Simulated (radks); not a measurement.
Initial-state core-level shifts of the copper ion Cu2+ when its valence configuration changes from [Ar] 3d9. Calculated with a radial shooting solver on a logarithmic mesh with Libxc functionals: Dirac Kohn-Sham, PBE, spin-unpolarised, spherical densities, point nucleus; open shells fill j = l - 1/2 first. Shifts are changes of the shell-averaged eigenvalues in eV (positive: less bound).

valence	1s	2s	3s	3p
3d8 4s1	-8.007	-8.922	-7.755	-7.553
3d8.5 4p0.5	-4.602	-4.998	-4.520	-4.420
3d8 4p1	-9.494	-10.347	-9.242	-9.033
3d8.5 4s0.5	-3.842	-4.275	-3.759	-3.662
3d7 4s2	-17.240	-19.267	-16.355	-15.922
